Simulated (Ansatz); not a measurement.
Reaction (cleavage of the B–Si bond): `C[SiH](N)BF` + `[OH][InH2]` → `FB[O][InH2]` + `C[SiH2]N`

Isolated molecules relaxed with PBE0-D4/def2-TZVP in Ansatz; ΔE leaves out vibrations. CCSD(T)/CBS adds triple-zeta CCSD(T) − MP2 to the extrapolated MP2 energy (def2 sets, frozen cores). Functionals use def2-TZVPP. Elements past krypton have def2 core potentials. For In outer-core shells are correlated without core-valence functions, which leaves a few kJ/mol of doubt a bond. One conformer a species, not always the lowest.

| level | ΔE (eV) |
| --- | --- |
| B2PLYP | -2.20 |
| PBE | -2.01 |
| CCSD(T)/def2-TZVPP | -2.20 |
| MP2/CBS(def2) | -2.23 |

What does CCSD(T)/CBS give? (An estimate is asked.)

Computed: -2.18 eV. The listed levels differ from it by -0.02, 0.17, -0.02, -0.05 eV.

Largest T1 diagnostic among the species: 0.017.

In def2-TZVPP, CCSD(T) changes the Hartree–Fock value by +0.12 eV (the triples alone add +0.01 eV) and MP2 by +0.07 eV. From PBE to PBE0 (25 % exact exchange), in def2-TZVPP and without D4, ΔE moves by −0.08 eV.
